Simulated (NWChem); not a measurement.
# HSe anion

Computed with NWChem. Sets without diffuse functions describe the anion's extra electron poorly. All runs use the structure optimised with B3LYP/def2-SVPD.

Problem. Order these by “highest occupied level (eV)”, lowest first: Hartree-Fock/cc-pVTZ; Hartree-Fock/cc-pVDZ; Hartree-Fock/cc-pVQZ; Hartree-Fock/aug-cc-pVDZ.

Solution. Hartree-Fock/aug-cc-pVDZ (-2.46), Hartree-Fock/cc-pVQZ (-2.31), Hartree-Fock/cc-pVTZ (-2.12), Hartree-Fock/cc-pVDZ (-1.56)
